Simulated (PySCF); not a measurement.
First SCF of a structure search on singlet GeS(OH)2, at a hand-made trigonal planar (heavy-atom frame) geometry. PySCF input:

```python
from pyscf import gto, scf, dft
mol = gto.M(atom='''
Ge     0.000000     0.000000     0.000000
S     -1.025000    -1.775400     0.000000
O      1.840000     0.000000     0.000000
O     -0.920000     1.593500     0.000000
H      2.457100    -0.735400     0.000000
H     -0.591700     2.495600     0.000000''',
    basis={'Ge': 'def2-SVP', 'S': 'def2-SVP', 'O': 'def2-SVP', 'H': 'def2-SVP'},
    charge=0, spin=0)
mf = dft.RKS(mol, xc='PBE0')
mf.grids.atom_grid = (50, 194)
aux = {'Ge': 'def2-universal-JKFIT', 'S': 'def2-universal-JKFIT', 'O': 'def2-universal-JKFIT', 'H': 'def2-universal-JKFIT'}
mf = mf.density_fit(auxbasis=aux)
mf.conv_tol = 1e-08
mf.diis_space = 10
mf.max_cycle = 60
mf.init_guess = 'minao'
mf.verbose = 4
mf.kernel()
```

Excerpt of the output (cycles and frontier levels):

```
init E= -2625.37868825257
  HOMO = -0.310657144277855  LUMO = -0.140983157495813  gap/eV = 4.61706
cycle= 1 E= -2625.58538948656  delta_E= -0.207  |g|= 1.07  |ddm|= 2.76
  HOMO = -0.195369258896503  LUMO = -0.0645641324831758  gap/eV = 3.55939
cycle= 2 E= -2625.11713011927  delta_E= 0.468  |g|= 1.86  |ddm|= 2.41
  HOMO = -0.231564816667364  LUMO = -0.0797296400031291  gap/eV = 4.13165
cycle= 3 E= -2625.81054037751  delta_E= -0.693  |g|= 0.128  |ddm|= 1.62
  HOMO = -0.263506379525438  LUMO = -0.0826588364288838  gap/eV = 4.92111
cycle= 4 E= -2625.81264648061  delta_E= -0.00211  |g|= 0.0994  |ddm|= 0.25
  HOMO = -0.254690072631278  LUMO = -0.0858682815850367  gap/eV = 4.59387
cycle= 5 E= -2625.81526359599  delta_E= -0.00262  |g|= 0.0214  |ddm|= 0.131
  HOMO = -0.253353865928654  LUMO = -0.0828990321033216  gap/eV = 4.63831
cycle= 6 E= -2625.81539148565  delta_E= -0.000128  |g|= 0.00378  |ddm|= 0.0301
  HOMO = -0.25333059708851  LUMO = -0.083030191940245  gap/eV = 4.63411
cycle= 7 E= -2625.81539391332  delta_E= -2.43e-06  |g|= 0.0018  |ddm|= 0.00398
  HOMO = -0.253442918696031  LUMO = -0.0830262276897558  gap/eV = 4.63727
cycle= 8 E= -2625.81539448855  delta_E= -5.75e-07  |g|= 0.000639  |ddm|= 0.00208
  HOMO = -0.25337259684135  LUMO = -0.0830322269750035  gap/eV = 4.63520
cycle= 9 E= -2625.81539460278  delta_E= -1.14e-07  |g|= 0.000142  |ddm|= 0.000875
  HOMO = -0.253389978903283  LUMO = -0.0830301057610381  gap/eV = 4.63573
cycle= 10 E= -2625.81539460958  delta_E= -6.79e-09  |g|= 3.1e-05  |ddm|= 0.000235
  HOMO = -0.253393700276093  LUMO = -0.0830305312979727  gap/eV = 4.63582
Extra cycle  E= -2625.81539460955  delta_E= 2.46e-11  |g|= 4.05e-05  |ddm|= 6.62e-05
converged SCF energy = -2625.81539460955
```

No lower solution of this spin was found by a stability analysis within the restricted form, which does not test spin polarisation.

The search for the lowest solution, with the stability check, took 5.4 s on 2 threads of a shared Arm Neoverse V2 host, with 88 basis functions; the process peaked at 0.4 GiB.
